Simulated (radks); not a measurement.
The mean radii <r> (bohr) of the occupied orbitals of an atom or ion are listed with their occupations. All-electron calculation, Dirac Kohn-Sham, B86b exchange with PBE correlation, spin-unpolarised, spherical densities, finite nucleus; Fermi nuclear charge, rms radius of each element as measured or else 0.836 A^(1/3) + 0.57 fm. Program: a radial shooting solver on a logarithmic mesh with Libxc functionals.

orbital  occ.      <r>
1s1/2       2  0.01774
2s1/2       2  0.07426
2p1/2       2  0.06130
2p3/2       4  0.06949
3s1/2       2   0.1934
3p1/2       2   0.1835
3p3/2       4   0.1986
3d3/2       4   0.1734
3d5/2       6   0.1781
4s1/2       2   0.4317
4p1/2       2   0.4357
4p3/2       4   0.4692
4d3/2       4   0.4825
4d5/2       6   0.4938
5s1/2       2    1.007
5p1/2       2    1.101
4f5/2       6   0.5526
4f7/2       8   0.5608
5p3/2       4    1.202
5d3/2       4    1.779
6s1/2       2    2.989
5d5/2       2    1.865

Name the element and its charge. Open shells, if any, fill j = l - 1/2 first.

Answer. Z = 76, osmium, charge 0: Os in [Xe] 4f14 5d6 6s2. The 1s radius gives Z: for a bare nucleus <r> = (2 gamma + 1)/(2Z) with gamma = sqrt(1 - (Z/c)^2), 0.01753 bohr for Z = 76, and screening makes it slightly larger (0.01774 here). The occupations add up to 76, and the charge is Z minus that.
